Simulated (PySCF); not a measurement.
Problem. Give a PBE0-D3(BJ)/def2-SVP geometry of `C1=C([CH2][GeH2][CH2]1)B(Cl)Cl`.

Solution. 
Z-matrix in Å and degrees, rows numbered from 1:
```
Cl
B   1  1.7609
Cl  2  1.7582  1  117.27
C   2  1.5446  1  122.51  3   179.98
C   4  1.3565  2  120.45  1     0.14
C   5  1.4964  4  121.60  2  -179.96
Ge  6  1.9735  5  103.04  4     0.02
C   4  1.5154  2  121.25  1  -179.92
H   5  1.0965  4  119.39  2    -0.01
H   6  1.1033  5  110.92  4   121.31
H   6  1.1032  5  110.97  4  -121.37
H   7  1.5395  6  113.10  5  -117.69
H   7  1.5394  6  113.00  5   117.46
H   8  1.1017  4  111.23  2   -59.09
H   8  1.1016  4  111.30  2    58.72
```

B2 (three-coordinate boron) is planar (angles 122.5°, 120.2° and 117.3°, sum 360.0°, 0.00 Å off the plane of its three neighbours). Ge7 (germanium bonded to 2 C and 2 H) has angles from 93.0° to 113.9°. The C–C distances run from 1.356 Å (C4=C5, drawn double) to 1.515 Å (C4–C8, drawn single), a spread of 0.159 Å. The 8 heavy atoms lie in one plane (0.002 Å rms).

Theory: PBE0-D3(BJ)/def2-SVP geometry optimisation, gas phase (PySCF).

Point group: Cs (every atom within 0.08 Å of its image). No frequency check.
